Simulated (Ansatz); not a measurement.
Reaction (formal hydrolysis of a C–F bond): `OC(F)[SiH2][SiH3]` + H₂O → `OC(O)[SiH2][SiH3]` + H–F

Isolated molecules relaxed with PBE0-D4/def2-TZVP in Ansatz; ΔE leaves out vibrations. CCSD(T)/CBS adds triple-zeta CCSD(T) − MP2 to the extrapolated MP2 energy (def2 sets, frozen cores). This one scheme is used for every species. Functionals use def2-TZVPP. Each species was taken in one conformer, which may not be the lowest.

| level | ΔE (kJ/mol) |
| --- | --- |
| r2SCAN-D4 | 4.5 |
| B2PLYP | 3.8 |
| PBE | 4.0 |
| PBE0 | 2.3 |
| HF/def2-TZVPP | 10.8 |
| SCS-MP2/def2-QZVPP | -1.4 |
| MP2/CBS(def2) | -5.2 |
| CCSD/CBS(def2) | 0.3 |

What does CCSD(T)/CBS give? (An estimate is asked.)

Computed: -1.3 kJ/mol. The listed levels differ from it by 5.8, 5.1, 5.3, 3.6, 12.1, -0.1, -3.9, 1.6 kJ/mol.

Largest T1 diagnostic among the species: 0.013.

The D4 term adds −3.9 kJ/mol with B3LYP and −2.2 kJ/mol with PBE0; it sums over pairs of atoms, weighted by their polarisabilities, and B3LYP, whose exchange is more repulsive, gets the larger term. In def2-TZVPP, CCSD(T) changes the Hartree–Fock value by −12.9 kJ/mol (the triples alone add −1.6 kJ/mol) and MP2 by −16.8 kJ/mol.

B3LYP here is the variant with VWN-RPA as its local correlation; programs differ in this.
